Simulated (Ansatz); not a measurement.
Relaxation of CH12OSi4 (18 atoms, charge 0, multiplicity 1), to a largest force component of 0.02 eV/Å in at most 40 steps.

These are results of RKS PBE0/STO-3G in Ansatz, not measurements.

```xyz
18
Properties=species:S:1:pos:R:3
Si 0.000 0.000 0.000
O 0.000 0.000 1.680
C -1.111 -0.344 2.494
H -1.814 -0.978 1.914
H -0.758 -0.904 3.386
H -1.631 0.581 2.821
Si 2.094 0.000 -0.739
H 2.551 -1.376 -0.908
H 2.157 0.694 -2.022
H 2.951 0.682 0.226
Si -1.046 1.812 -0.739
H -2.430 1.478 -1.061
H -1.022 2.844 0.293
H -0.374 2.307 -1.937
Si -1.046 -1.812 -0.739
H -1.703 -2.485 0.377
H -2.045 -1.427 -1.731
H -0.078 -2.717 -1.351
```

Where does it end, and by what steps?

The forces met the threshold. The force dipped under the threshold on the way, but the program's further checks kept it going. Limits of this set-up: minimal basis. After 31 steps the energy has fallen by 0.533 eV; H16 moved furthest, 1.31 Å.

```json
{"step": "0", "energy less start (eV)": "0.0000", "largest force component (eV/Å)": "2.146", "accepted": "yes"}
{"step": "2", "energy less start (eV)": "-0.4032", "largest force component (eV/Å)": "0.402", "accepted": "yes"}
{"step": "4", "energy less start (eV)": "-0.4715", "largest force component (eV/Å)": "0.846", "accepted": "yes"}
{"step": "6", "energy less start (eV)": "-0.4834", "largest force component (eV/Å)": "0.483", "accepted": "no"}
{"step": "8", "energy less start (eV)": "-0.5070", "largest force component (eV/Å)": "0.068", "accepted": "yes"}
{"step": "10", "energy less start (eV)": "-0.5020", "largest force component (eV/Å)": "0.163", "accepted": "no"}
{"step": "12", "energy less start (eV)": "-0.5119", "largest force component (eV/Å)": "0.023", "accepted": "yes"}
{"step": "14", "energy less start (eV)": "-0.5161", "largest force component (eV/Å)": "0.085", "accepted": "yes"}
{"step": "16", "energy less start (eV)": "-0.5202", "largest force component (eV/Å)": "0.069", "accepted": "yes"}
{"step": "18", "energy less start (eV)": "-0.5224", "largest force component (eV/Å)": "0.080", "accepted": "yes"}
{"step": "20", "energy less start (eV)": "-0.5217", "largest force component (eV/Å)": "0.296", "accepted": "no"}
{"step": "22", "energy less start (eV)": "-0.5271", "largest force component (eV/Å)": "0.120", "accepted": "yes"}
{"step": "24", "energy less start (eV)": "-0.5297", "largest force component (eV/Å)": "0.008", "accepted": "yes"}
{"step": "26", "energy less start (eV)": "-0.5315", "largest force component (eV/Å)": "0.065", "accepted": "yes"}
{"step": "28", "energy less start (eV)": "-0.5326", "largest force component (eV/Å)": "0.067", "accepted": "yes"}
{"step": "30", "energy less start (eV)": "-0.5331", "largest force component (eV/Å)": "0.021", "accepted": "yes"}
{"step": "31", "energy less start (eV)": "-0.5332", "largest force component (eV/Å)": "0.006", "accepted": "yes"}
```

```xyz
18
Properties=species:S:1:pos:R:3
Si 0.014 -0.079 0.013
O 0.232 -0.306 1.728
C -1.040 -0.398 2.411
H -1.662 -1.257 2.080
H -0.833 -0.539 3.488
H -1.667 0.514 2.312
Si 2.124 0.055 -0.771
H 2.880 -1.135 -0.463
H 2.110 0.206 -2.207
H 2.826 1.189 -0.219
Si -1.122 1.831 -0.423
H -2.532 1.709 -0.135
H -0.612 2.946 0.340
H -0.997 2.165 -1.822
Si -1.071 -1.835 -0.918
H -2.459 -1.897 -0.523
H -1.039 -1.719 -2.358
H -0.457 -3.094 -0.568
```

Whether the end is a true minimum wasn't checked by a vibrational analysis.

Run time: 6.1 min on 1 thread of Intel(R) Xeon(R) Processor @ 2.50GHz (Skylake/Cascade Lake) (shared host), peak memory 0.18 GiB.
